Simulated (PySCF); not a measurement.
Does the answer move with the share of exact exchange?

Species: C2H7FOSi.
SMILES with atom numbers: `[OH:1][SiH2:2][CH2:3][CH2:4][F:5]` (hydrogens: H6 on O1; H7, H8 on Si2; H9, H10 on C3; H11, H12 on C4)

Torsions of this conformer, `[OH:1][SiH2:2][CH2:3][CH2:4][F:5]`: O1–Si2–C3–C4 64°, Si2–C3–C4–F5 -47°, H–O1–Si2–C3 -39°.

PySCF, pcSseg-2 basis, density fitting, gas phase, PBE0-D3(BJ)/def2-SVP geometry. One functional is left out:

```tsv
functional	exact exchange (%)	HOMO energy (eV)	LUMO energy (eV)	dipole moment (D)
B97-D	0	-6.96	-0.20	2.731
BLYP	0	-6.86	-0.32	2.749
BP86	0	-7.05	-0.36	2.740
LDA	0	-7.05	-0.61	2.835
OPBE	0	-6.89	-0.18	2.649
PBE	0	-6.94	-0.39	2.726
B3LYP	20	-8.19	0.15	2.867
B97-2	21	-8.14	0.48	2.841
PBE0	25	-8.40	0.45	2.863
BHandHLYP	50	-9.78	0.97	3.005
```

Question: Predict the row of mPW1PW91 (25 % exact exchange) by straight lines through the other rows, and check it.

Answer: 
```csv
property,line,computed,computed − line,"PBE0 (25 %), for comparison"
HOMO energy (eV),-8.39,-8.43,-0.04,-8.40
LUMO energy (eV),0.37,0.43,+0.06,0.45
dipole moment (D),2.872,2.866,-0.006,2.863
```

Question: Which of these properties follows the share of exact exchange most closely, and which least?

Answer: Most closely the HOMO energy, least the dipole moment; the correlations over the tabulated rows are HOMO energy -0.998, LUMO energy 0.955, dipole moment 0.896. The HOMO energy moves by -0.569 eV for every 10 %. Functionals with the same share still differ in their other parts: at 0 % BLYP and BP86 differ by 0.19 eV in it.
